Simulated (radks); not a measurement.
Spin polarisation of the 1s1 shell in the beryllium ion Be3+. Start: 1s(up 0.5, down 0.5); electrons of 1s are moved from spin down to spin up, other shells keep equal spins. Calculated with a radial shooting solver on a logarithmic mesh with Libxc functionals: scalar-relativistic Kohn-Sham, PBE, spin-polarised, spherical densities, finite nucleus; Fermi nuclear charge, rms radius of each element as measured or else 0.836 A^(1/3) + 0.57 fm.

moment (Bohr magnetons),E - E(0) (eV),e(1s up) (eV),e(1s down) (eV)
0,0.000,-185.92,-185.92
0.25,-0.286,-188.01,-183.41
0.5,-1.165,-189.79,-180.24
0.75,-2.713,-191.29,-175.81

At moment 0.75 the spin-polarisation energy is -2.713 eV and the 1s exchange splitting 15.488 eV, that is 20.651 eV per Bohr magneton; E = -I m^2/4 would give I = 19.289 eV.
